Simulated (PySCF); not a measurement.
Species: C7H14Si2.
SMILES with atom numbers: `[CH3:1][C:2]#[C:3][CH2:4][C@H:5]1[CH2:6][CH2:7][SiH2:8][SiH2:9]1`

Definitions: NICS(0) = −σiso at the ring centroid; NICS(1) = −σiso and NICS(1)zz = −σzz at ±1 Å along the ring normal z. Level: GIAO PBE0/pcSseg-1 (PySCF, non-relativistic, gas phase) on the GFN2-xTB geometry, one conformer.

Ring bond lengths (Å), with Mayer bond orders in brackets: C5–C6 1.532 (1.00), C6–C7 1.529 (1.04), C7–Si8 1.915 (0.91), Si8–Si9 2.310 (0.92), Si9–C5 1.924 (0.86).

Q: Give the NICS values of each ring in ppm.

A: 
```json
{"ring": "C5–C6–C7–Si8–Si9", "type": "5-membered ring with 2 Si; formal bonds all single", "NICS(0)": "-4.4", "NICS(1), two faces": "-3.9 / -3.7", "NICS(1)zz, two faces": "-1.2 / -0.8", "rms pucker (Å)": "0.21", "centre to ring atoms, mean (Å)": "1.52"}
```

Q: What do they say, and how far can they be read as aromaticity?

A: 
- C5–C6–C7–Si8–Si9: mean NICS(1)zz -1.0 ppm, near zero. C5, C6, C7, Si8, Si9 have four or more neighbours; no verdict on aromaticity is drawn.

Q: At the second NICS(1) probe listed for ring C5–C6–C7–Si8–Si9, 1 Å off the ring, what do the in-plane components average?

A: The isotropic value is a third of the trace: (3 × -3.7 − (-0.8))/2 = -5.2 ppm.
